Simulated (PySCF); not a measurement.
C3H8B (charge -1).
Bonds: B1–C2, C2–C3, C3–C4 (double). Hydrogens: H5, H6, H7 on B1; H8, H9 on C2; H10 on C3; H11, H12 on C4.

Torsions of this conformer, `[BH3-:1][CH2:2][CH:3]=[CH2:4]`: B1–C2–C3–C4 115°.

The closed-shell ground state was solved at several levels (PySCF, density fitting, gas phase, non-relativistic). One conformer (not necessarily the lowest) at the PBE0-D3(BJ)/def2-SVP geometry, without solvent, vibrations or thermal averaging. The geometry's basis has no diffuse functions, a weakness for an anion. No diffuse functions stand in pcJ-1, pcSseg-1 and pcSseg-2, which bears on an anion's orbital energies.

```tsv
level	basis functions	HOMO (eV)	LUMO (eV)	gap (eV)
B3LYP/pcJ-1	188	-1.70	4.81	6.51
PBE0/pcSseg-1	108	-1.90	5.04	6.94
wB97X-D/def2-SVPD	144	-3.84	5.92	9.76
```

Problem. Estimate the row for PBE0/pcSseg-2, a basis of 256 functions; the other rows only guide the guess.

Solution. HOMO -2.00 eV, LUMO 4.52 eV, gap 6.52 eV.
